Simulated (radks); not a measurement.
The numbers below are computed, except where a source is named.
Species: the cadmium ion Cd2+. Configuration: [Kr] 4d10. Level of theory: scalar-relativistic Kohn-Sham, MS2 meta-GGA, spin-polarised, spherical densities, finite nucleus; meta-GGA in the generalised Kohn-Sham scheme; Fermi nuclear charge, rms radius 4.6087 fm (a radial shooting solver on a logarithmic mesh with Libxc functionals). Some entries of the table are withheld. Estimate them.

orbital  occ.  eigenvalue (eV)  <r^2> (bohr^2)
1s          2              (1)             (2)
2s          2        -3967.695         0.02039
2p          6        -3557.217         0.01611
3s          2        -759.4784          0.1459
3p          6        -623.7592          0.1476
3d         10              (3)             (4)
4s          2        -126.9679          0.8791
4p          6         -87.2065           1.055
4d         10              (5)           1.869

Answer. 
(1) 1s eigenvalue (eV): -26573.57
(2) 1s <r^2> (bohr^2): 0.001249
(3) 3d eigenvalue (eV): -413.1975
(4) 3d <r^2> (bohr^2): 0.1334
(5) 4d eigenvalue (eV): -30.4442
